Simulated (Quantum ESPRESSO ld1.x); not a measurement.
The numbers below are computed, except where a source is named.
Question: The mean radii <r> (bohr) of the occupied orbitals of an atom or ion are listed with their occupations. Code: ld1.x of Quantum ESPRESSO 7.5. Model: scalar-relativistic Kohn-Sham, PBE, spin-unpolarised, spherical densities, point nucleus.

orbital  occ.      <r>
1s          2  0.07304
2s          2   0.3435
2p          6   0.3077
3s          2    1.075
3p          6    1.168
4s          2    3.721
3d          1    1.869

Name the element and its charge.

Answer: Z = 21, scandium, charge 0: Sc in [Ar] 3d1 4s2. The 1s radius gives Z: for a bare nucleus <r> = (2 gamma + 1)/(2Z) with gamma = sqrt(1 - (Z/c)^2), 0.07087 bohr for Z = 21, and screening makes it slightly larger (0.07304 here). The occupations add up to 21, and the charge is Z minus that.
